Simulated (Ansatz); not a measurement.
Cartesian coordinates in Å:
```
C 0.4408 -0.9049 -1.3269
C 0.1616 0.1298 -0.2511
C -0.5416 1.3497 -0.8196
O -0.6441 -0.4458 0.7485
In -0.0846 -0.6401 2.6445
H 0.9642 -1.7662 -0.9051
H -0.5009 -1.2568 -1.7559
H 1.0554 -0.4874 -2.1290
H 1.1306 0.4584 0.1650
H -0.7182 2.0910 -0.0366
H -1.5095 1.0591 -1.2361
H 0.0520 1.8177 -1.6095
H 1.4903 -0.0265 2.9248
H -1.2962 -1.3780 3.5870
```

Charge 0, multiplicity 1. In takes the def2 core potential.

**Question.** List the CAM-B3LYP/def2-TZVPP orbital energies in eV (Ansatz 0.2.0). (An estimate is asked.)

**Answer.** Ansatz gave: Occupied: -521.44, -279.77, -278.11, -278.11, -129.32, -86.08, -85.76, -85.74, -28.61, -23.28, -23.04, -22.86, -22.83, -22.75, -22.14, -20.65, -17.29, -15.16, -13.77, -13.24, -12.84, -12.07, -11.64, -11.15, -11.14, -9.98, -8.89, -8.74. Lowest empty: -0.76, 0.71, 1.18, 1.86, 2.46, 2.73, 3.03, 3.75.
